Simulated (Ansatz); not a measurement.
Basis-set series for CH$_{6}$GaOSb (`[CH3][Sb]([OH])[GaH2]`). The species carries charge 0 and has multiplicity 1. Sb takes the def2 core potential. The structure was optimised at the PBE0-D4/def2-TZVP level. It is one conformer, not always the lowest.

| functional | basis | functions | energy (Eh) | HOMO (eV) | LUMO (eV) |
| --- | --- | --- | --- | --- | --- |
| PBE0-D4 | def2-TZVPP | 244 | -2281.73005 | -6.50 | -2.12 |
| PBE0-D4 | def2-QZVPP | 465 | -2281.78339 | -6.51 | -2.14 |
| ωB97M-V | def2-TZVPP | 244 | -2281.90267 | -8.46 | -0.44 |
| ωB97M-V | def2-QZVPP | 465 | -2281.95502 | -8.47 | -0.55 |

Task: Give the rows for def2-SVP. (An estimate is asked.)

Result: Computed: 
| functional | basis | functions | energy (Eh) | HOMO (eV) | LUMO (eV) |
| --- | --- | --- | --- | --- | --- |
| PBE0-D4 | def2-SVP | 116 | -2281.32387 | -6.43 | -2.07 |
| ωB97M-V | def2-SVP | 116 | -2281.49001 | -8.36 | -0.35 |

Scalar relativity is left out up to krypton.
